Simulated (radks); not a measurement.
C IV, configuration [He] 2s1. Calculated with a radial shooting solver on a logarithmic mesh with Libxc functionals: non-relativistic Kohn-Sham, BLYP, spin-polarised, spherical densities, point nucleus; open shells are filled with parallel spins first.

Local quantities along the radius. ELF = 1/(1 + alpha^2) is the electron localisation function; alpha = (tau - tau_W)/tau_unif compares the Pauli kinetic energy density with that of the uniform gas (summed over spins); 4 pi r^2 rho is in e/bohr; r v_xc is r times the local exchange-correlation potential of spin up (hartree bohr); -r V(r) is the screened charge that the Kohn-Sham potential of spin up presents (atomic units).

r (bohr)    ELF       alpha  4 pi r^2 rho   r v_xc  -r V(r)
0.01249   1.000   2.064e-06        0.2159  -0.1003    5.945
0.01513   1.000   3.145e-06        0.3070  -0.1123    5.924
0.01848   1.000   4.919e-06        0.4399  -0.1272    5.898
0.02257   1.000   7.775e-06        0.6247  -0.1449    5.866
0.02757   1.000  0.00001245        0.8776  -0.1656    5.827
0.0334    1.000  0.00001985         1.201  -0.1888    5.780
0.0408    1.000  0.00003286         1.640  -0.2165    5.722
0.04983   1.000  0.00005570         2.195  -0.2480    5.651
0.06086   1.000  0.00009712         2.870  -0.2831    5.566
0.07375   1.000   0.0001710         3.614  -0.3198    5.470
0.09007   1.000   0.0003213         4.440  -0.3602    5.354
0.11      1.000   0.0006353         5.232  -0.4012    5.221
0.1344    1.000    0.001337         5.860  -0.4403    5.074
0.1628    1.000    0.002932         6.167  -0.4730    4.921
0.1989    1.000    0.007281         6.049  -0.4979    4.755
0.2429    1.000     0.02025         5.428  -0.5088    4.585
0.2967    0.996     0.06448         4.377  -0.5017    4.414
0.3595    0.952      0.2252         3.169  -0.4782    4.253
0.4391    0.547      0.9108         1.999  -0.4471    4.098
0.5363    0.099       3.012         1.184  -0.4170    3.954
0.655     0.068       3.693        0.8236  -0.3385    3.766
0.8       0.416       1.185        0.8086  -0.5162    3.835
0.9694    0.945      0.2406        0.8911  -0.5895    3.808
1.184     0.998     0.04272        0.8635  -0.5872    3.716
1.446     1.000    0.007454        0.6596  -0.5505    3.614
1.766     1.000    0.001222        0.3781  -0.4795    3.504
2.14      1.000   0.0001914        0.1623  -0.3954    3.403
2.614     1.000  0.00002297       0.04604  -0.3124    3.314
3.193     1.000   2.111e-06      0.008274  -0.2402    3.240
3.9       1.000   1.370e-07     0.0008606  -0.1780    3.178

On this mesh the ELF has minima near r = 0.59 bohr, which separate the shells.
